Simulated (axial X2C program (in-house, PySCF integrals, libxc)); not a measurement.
**What spin–orbit coupling does to CrSb**

Computed with an axial X2C code built on PySCF integrals. Spin-free means the one-electron spin-free X2C Hamiltonian; two-component (2c) means X2C with spin–orbit coupling and atomic mean-field two-electron Coulomb and Gaunt terms, so the difference of the two also holds small scalar two-electron terms. Basis: Sb dyall-cv3z [11s12p8d4f1g], Cr dyall-cv3z [9s10p6d3f2g] (cores contracted in-house); Gaussian nuclei, density fitting, unrestricted open shells. Masses: Sb 120.904 u, Cr 51.941 u.

Spin-free state: M_S = 7/2, Λ = 0 (beyond evenly filled blocks: σα, 2 × π+α, 2 × π-α, δ+α, δ-α); fragments Sb + Cr.

```
  level  Re (Å)  ωe (cm⁻¹)  De (eV)  μ (D)
   PBE0   2.731      203.7    1.042   3.86
     HF   2.853      176.2      n/a   6.08
   CCSD   2.748      202.2    0.863    n/a
CCSD(T)   2.743      202.9    0.945    n/a
    PBE   2.732      200.8    1.207   2.89
```

Correlated methods: 11 electrons correlated (number of frozen shells: Sb 4 s, 3 p, 2 d; Cr 3 s, 2 p), 323 virtual spin orbitals or spinors in MP2, 90 natural virtuals in coupled cluster.

Dipoles are positive if Cr is the positive end.

Two-component determinant lowest at the distance of the search:

Ω = 7/2 (⟨Sz⟩ = 3.49, ⟨Lz⟩ = 0.01 at HF); fragments Sb + Cr.

```tsv
level	Re (Å)	ωe (cm⁻¹)	De (eV)	μ (D)
PBE0	2.730	203.6	0.991	3.89
HF	2.851	177.5	-0.063	6.18
CCSD	2.747	201.7	0.826	n/a
CCSD(T)	2.743	202.3	0.906	n/a
PBE	2.732	200.5	1.152	2.90
```

Q: From the two tables, how do the constants change at the CCSD(T) level (2c against spin-free)?

A: At the CCSD(T) level Re is unchanged within 0.001 Å and ωe drops by 0.6 cm⁻¹; De changes by -0.039 eV.

The state is a single determinant with fixed occupations, the lowest that a limited PBE0 search found. Dissociation energies refer to the lowest single-determinant-based atoms at the same level and basis. Density functionals use the spin component along the axis (collinear). CCSD and (T) use frozen natural virtuals with an MP2 correction for the truncation; (T) itself is uncorrected, so its De runs slightly low. PBE0 can misorder states that lie within some tenths of an eV, so this need not be the ground state of the molecule. The nearest other spin-free determinant of the search, M_S = 5/2, Λ = 2, lies 0.50 eV up at the distance of the search. With several unpaired electrons one determinant need not be a pure state. At some level and bond length an empty orbital lies below a filled one. This is the top spin component of a Σ state; components of lower Ω are not single determinants and can lie lower. The determinant is spin-polarised beyond a pure state at some levels (its spin-free form has ⟨S²⟩ too high), which makes Re and μ there less reliable. With the outer-core shells frozen, correlated bond lengths of heavy atoms tend to come out a few hundredths of an ångström too long.
